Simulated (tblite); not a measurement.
Question: Give a GFN2-xTB geometry of `Cc1cc(Cl)ccc1C[SiH3]`.

Answer: 
```
atom  x, y, z in Å
C1    -0.0134    1.5478   -1.6243
C2     0.6357    0.6458   -0.6184
C3     1.9857    0.3480   -0.7418
C4     2.6111   -0.4802    0.1730
Cl5    4.2959   -0.8385   -0.0129
C6     1.9045   -1.0236    1.2308
C7     0.5622   -0.7211    1.3555
C8    -0.0905    0.1081    0.4499
C9    -1.5500    0.3650    0.6222
Si10  -2.5887   -0.9808   -0.2544
H11    0.6911    1.8157   -2.4070
H12   -0.8738    1.0617   -2.0805
H13   -0.3602    2.4660   -1.1498
H14    2.5571    0.7613   -1.5591
H15    2.3945   -1.6697    1.9419
H16    0.0027   -1.1397    2.1800
H17   -1.7966    0.3475    1.6848
H18   -1.8193    1.3506    0.2460
H19   -2.2883   -1.0026   -1.6866
H20   -4.0030   -0.6632   -0.0490
H21   -2.2656   -2.2813    0.3304
```

Orientation and origin are arbitrary. Atoms count from 1 in this order. The 6-membered ring C2–C3–C4–C6–C7–C8 has internal angles of 118.6° to 121.9° (sum 720°, against 720° for a flat polygon); it is planar, 0.00 Å rms from its mean plane, widest ring torsion 1°. Si10 (SiH3 silicon) is tetrahedral (angles from 107.9° to 110.5°). The C–C distances run from 1.382 Å (C6–C7, aromatic) to 1.499 Å (C1–C2, drawn single), a spread of 0.117 Å. Of the pairs four or more bonds apart, C1···H18 is among the closest relative to their van der Waals radii: 2.61 Å, 90 % of the sum of Bondi's values.

Bonds between heavy atoms (Å): C1–C2 1.499, C2–C3 1.388, C3–C4 1.383, C4–Cl5 1.733, C4–C6 1.383, C6–C7 1.382, C7–C8 1.391, C8–C9 1.492, C9–Si10 1.913, C2–C8 1.399.

Structure optimised with GFN2-xTB, isolated species.

Point group: C1 (no symmetry element, even within 0.4 Å). Its GFN2-xTB frequencies are all real (lowest 59 cm⁻¹). One conformer, not necessarily the lowest (C7–C8–C9–Si10 -87°). 3 starts were optimised and ended at 0.00, 0.04 and 0.65 kcal/mol (GFN2-xTB); the lowest of these is shown.

On an Arm Neoverse N1 with one thread, no GPU, shared host, this took 1.2 s of wall time. That covers the optimisation of the geometry.

These are computed values.
